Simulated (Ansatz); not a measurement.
These are frozen-core CCSD(T)/cc-pVTZ // B3LYP-D3(BJ)/def2-TZVP (Ansatz, a program for electronic structure) values and carry that method's errors. The geometry is that of the parent before the electron was removed.

Ansatz 0.2 input:
```yaml
crystal:
  periodic: [false, false, false]
  atoms:
    - { symbol: C, position_ang: [-1.951367, 0.61982, 0.185723] }
    - { symbol: C, position_ang: [-0.991176, -0.268114, 0.418273] }
    - { symbol: C, position_ang: [0.108648, -0.625038, -0.528846] }
    - { symbol: Si, position_ang: [1.766608, 0.107894, 0.012533] }
    - { symbol: H, position_ang: [-2.021757, 1.146256, -0.75958] }
    - { symbol: H, position_ang: [-2.700549, 0.849598, 0.931717] }
    - { symbol: H, position_ang: [-0.9629, -0.765737, 1.384245] }
    - { symbol: H, position_ang: [-0.113097, -0.264979, -1.536856] }
    - { symbol: H, position_ang: [0.230412, -1.711093, -0.589982] }
    - { symbol: H, position_ang: [2.854656, -0.367238, -0.877759] }
    - { symbol: H, position_ang: [2.073641, -0.308279, 1.40244] }
    - { symbol: H, position_ang: [1.706882, 1.586907, -0.041908] }
basis:
  gaussian: { orbitals: cc-pVTZ }
correlation:
  method: ccsd_t
total_charge: 1
magnetization:
  spin_polarized: true
  initial_magnetization: 1
```

Output:

```
Functional definition: HF
1323 factors; integrals over basis functions are off by at most 1.1e-3 eV
mean field evaluation 1: about -11067.0921 eV, gradient 2.8e1 eV
mean field evaluation 2: about -11067.0992 eV, gradient 2.8e1 eV
mean field evaluation 4: about -11072.6364 eV, gradient 3.5e0 eV
mean field evaluation 8: about -11073.0009 eV, gradient 2.9e-1 eV
mean field evaluation 16: about -11067.0857 eV, gradient 2.8e1 eV
mean field evaluation 32: about -11069.4440 eV, gradient 1.1e0 eV
mean field evaluation 64: about -11070.2295 eV, gradient 3.4e0 eV
mean field -11073.00526772 eV, -406.9254380362 hartree, gradient 2.4e-6 eV, S^2 0.757624; 2 other end points of the search recorded, 0 dependent functions left out
determinant -11073.00526772 eV, -406.9254380362 hartree, with singles and doubles -11090.61747334 eV, -407.5726746548 hartree
determinant -11069.51021365 eV, -406.7969971680 hartree, with singles and doubles -11087.80384150 eV, -407.4692755919 hartree
8 core orbitals not correlated
reference -11073.00526772 eV, -406.9254380362 hartree; 12, 11 occupied and 216, 217 virtual orbitals, 1323 factors
second order -15.66847734 eV of doubles, -0.00000000 eV of singles
cycle   1  -17.27758497 eV  change    -1.4e0 eV  update   2.7e-2
cycle   2  -17.31075227 eV  change   -3.3e-2 eV  update   8.4e-3
cycle   3  -17.31271998 eV  change   -2.0e-3 eV  update   5.0e-3
cycle   4  -17.31742913 eV  change   -4.7e-3 eV  update   3.4e-3
cycle   5  -17.32170191 eV  change   -4.3e-3 eV  update   2.1e-3
cycle   6  -17.32291008 eV  change   -1.2e-3 eV  update   8.9e-4
cycle   7  -17.32333646 eV  change   -4.3e-4 eV  update   3.7e-4
cycle   8  -17.32339837 eV  change   -6.2e-5 eV  update   2.1e-4
cycle   9  -17.32328874 eV  change    1.1e-4 eV  update   1.3e-4
cycle  10  -17.32321423 eV  change    7.5e-5 eV  update   6.8e-5
cycle  11  -17.32325918 eV  change   -4.5e-5 eV  update   3.2e-5
cycle  12  -17.32325848 eV  change    7.0e-7 eV  update   1.7e-5
perturbative correction -0.66825857 eV, -0.0245580496 hartree
Total energy: -11090.99678477 eV, -407.5866140927 hartree
```

Cost: very roughly 50 core-minutes.
